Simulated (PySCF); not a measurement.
SMILES CCc1ccc(C)s1 (C₇H₁₀S), GFN2-xTB optimised geometry.

```
18

C      3.38    -0.43     1.36
C      2.82     0.00     0.00
C      1.33     0.00     0.00
C      0.48     1.06     0.00
C     -0.88     0.68     0.03
C     -1.07    -0.66     0.06
C     -2.35    -1.42     0.10
S      0.45    -1.50     0.05
H      3.05    -1.43     1.60
H      4.47    -0.41     1.34
H      3.04     0.25     2.14
H      3.17     1.01    -0.24
H      3.19    -0.68    -0.77
H      0.81     2.08    -0.03
H     -1.70     1.39     0.04
H     -2.40    -2.04     1.00
H     -2.43    -2.08    -0.76
H     -3.19    -0.74     0.10
```

Density from PBE/def2-SVP (PySCF) at that geometry.

Minimum of the electron density along straight lines between bonded atoms, close to the bond critical point (lines longer than 1.1 times the sum of covalent radii, or with two minima, are not listed):

| bond | length / Å | ρ at the minimum / e bohr⁻³ | ∇²ρ there / e bohr⁻⁵ | position (fraction from the first atom) |
|---|---|---|---|---|
| C1–C2 | 1.530 | 0.237 | -0.51 | 0.50 |
| C2–C3 | 1.490 | 0.255 | -0.57 | 0.49 |
| C3–C4 | 1.357 | 0.321 | -0.79 | 0.51 |
| C4–C5 | 1.416 | 0.291 | -0.68 | 0.50 |
| C5–C6 | 1.357 | 0.321 | -0.79 | 0.49 |
| C6–C7 | 1.487 | 0.255 | -0.57 | 0.51 |
| C3–S8 | 1.739 | 0.207 | -0.40 | 0.46 |
| C6–S8 | 1.738 | 0.207 | -0.40 | 0.46 |
| C1–H9 | 1.088 | 0.275 | -1.00 | 0.63 |
| C1–H10 | 1.087 | 0.274 | -0.99 | 0.63 |
| C1–H11 | 1.088 | 0.275 | -1.00 | 0.63 |
| C2–H12 | 1.092 | 0.274 | -0.98 | 0.63 |
| C2–H13 | 1.093 | 0.273 | -0.98 | 0.63 |
| C4–H14 | 1.076 | 0.280 | -1.04 | 0.63 |
| C5–H15 | 1.076 | 0.280 | -1.04 | 0.63 |
| C7–H16 | 1.090 | 0.273 | -0.98 | 0.63 |
| C7–H17 | 1.090 | 0.273 | -0.98 | 0.63 |
| C7–H18 | 1.088 | 0.274 | -1.00 | 0.63 |
